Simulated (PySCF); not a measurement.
Te(Cl)(SMe) (CH₃ClSTe), SMILES S([Te]Cl)C.

Geometry optimised at B3LYP-D3(BJ)/def2-SVP. The structure was generated by enumeration, and PubChem lists no compound with its InChIKey, so it may never have been made. The def2 effective core potentials stand for the cores of Te; spin–orbit coupling is left out. One conformer was computed; it need not be the lowest.

Level of theory: TDDFT-PBE/def2-SVPD (PySCF).

Vertical excitations. Isolated molecule, no solvent.

| state | energy (eV) | λ (nm) | f | main pairs |
|---|---|---|---|---|
| S1 | 2.35 | 528 | 0.001 | HOMO→LUMO 100 % |
| S2 | 3.04 | 408 | 0.001 | HOMO→LUMO+1 99 % |
| S3 | 3.53 | 351 | 0.036 | HOMO−1→LUMO 93 % |
| S4 | 4.01 | 309 | 0.003 | HOMO−1→LUMO+1 99 % |
| S5 | 4.17 | 298 | 0.006 | HOMO−2→LUMO 99 % |
| S6 | 4.63 | 268 | 0.001 | HOMO−3→LUMO 99 % |
| S7 | 4.97 | 249 | 0.005 | HOMO→LUMO+2 48 %, HOMO−2→LUMO+1 45 % |
| S8 | 5.15 | 241 | 0.023 | HOMO−4→LUMO 62 %, HOMO→LUMO+2 23 % |
| S9 | 5.21 | 238 | 0.002 | HOMO−3→LUMO+1 94 % |
| S10 | 5.28 | 235 | 0.081 | HOMO−4→LUMO 28 %, HOMO−2→LUMO+1 26 %, HOMO→LUMO+2 21 %, HOMO−4→LUMO+1 14 % |
| T1 | 1.73 | 715 | 0 | HOMO→LUMO 100 % |
| T2 | 2.51 | 495 | 0 | HOMO→LUMO+1 100 % |
| T3 | 2.83 | 439 | 0 | HOMO−1→LUMO 100 % |
| T4 | 3.51 | 353 | 0 | HOMO−1→LUMO+1 92 % |
Triplets are in the Tamm–Dancoff approximation, which puts them higher than full response would, so one can lie above its singlet here.
